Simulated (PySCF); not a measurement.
**Correlation energy of Rb¹¹⁺ (rubidium, charge +11)**

Starting occupation: [Ar] 3d8, 3d3/2 with m_j = -3/2, -1/2, +1/2, +3/2, 3d5/2 with m_j = -1/2, +1/2, +3/2, +5/2. Calculation: PySCF 2.14, in an even-tempered Gaussian basis (17 s from 0.76 bohr⁻², ratio 2.8; 13 p from 0.98 bohr⁻², ratio 2.8; 9 d from 0.98 bohr⁻², ratio 2.8; 4 f from 5.5 bohr⁻², ratio 3); X2C-1e with screened-nucleus spin-orbit coupling, Gaussian nucleus. Frozen: [Ne]; 16 electrons correlated; the 86 highest virtual spinors left out.

MP2 pair energies summed by pair of shells (mhartree):

```
 pair   energy  share (%)
3d-3d  -225.72       40.2
3d-3p  -204.43       36.4
3p-3p   -56.93       10.1
3d-3s   -41.68        7.4
3p-3s   -27.94        5.0
3s-3s    -4.28        0.8
```

Total MP2 correlation energy: -560.97 mhartree.

The GHF reference relaxed away from the jj start to a determinant that is no pure jj level (⟨S²⟩ = 1.99, ⟨J²⟩ = 20.00); the energies belong to that determinant.
